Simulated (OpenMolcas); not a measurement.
A ladder of methods for AlBH2OF2 (SMILES O[B](F)[AlH][F])

AlBH2OF2 has 7 atoms, charge 0, and is taken as a singlet. As SMILES, `O[B](F)[AlH][F]`. Geometry: relaxed at PBE0-D4/def2-TZVP. This is one conformer, not always the lowest.

```
atom    x (Å)    y (Å)    z (Å)
   O   0.4623  -0.1665   1.7690
   B   0.5118  -0.6756   0.5191
   F   1.1708  -1.8248   0.3945
  Al  -0.4115   0.3016  -1.1621
   F  -1.1527   1.7131  -0.6978
   H  -0.0199   0.6623   1.8250
   H  -0.4996  -0.0782  -2.6933
```

Each level gives the energy change with the Al4–H7 bond stretched from 1.580 to 2.844 Å (eV). The values are calculated.

```tsv
level	kind	program	value (eV)	less CCSD(T)/6-31G*	CPU time (all runs)
SVWN5/6-31G* (spherical functions) (restricted)	LDA	OpenMolcas	2.62	+0.08	34 s
BLYP/6-31G* (spherical functions) (restricted)	GGA	OpenMolcas	2.58	+0.04	46 s
revPBE/6-31G* (spherical functions) (restricted)	GGA	OpenMolcas	2.57	+0.03	48 s
M06-L/6-31G* (spherical functions) (restricted)	meta-GGA	OpenMolcas	2.91	+0.37	66 s
TPSS/6-31G* (spherical functions) (restricted)	meta-GGA	OpenMolcas	2.79	+0.25	64 s
B3LYP/6-31G* (spherical functions) (restricted)	global hybrid	OpenMolcas	2.86	+0.32	47 s
BHLYP/6-31G* (spherical functions) (restricted)	global hybrid	OpenMolcas	3.20	+0.66	38 s
CCSD(T)/6-31G* (spherical functions) (restricted)	coupled cluster or CI	OpenMolcas	2.54	0.00	1.8 min
```

Differences are taken from CCSD(T)/6-31G* (spherical functions) (restricted) for orientation; it has basis-set and higher-order errors of its own. At this stretch a single reference begins to fail. The first shape isn't each level's own minimum. The values span 2.54 to 3.20 eV. CPU times are rough (shared hosts, several kinds of processor and program).
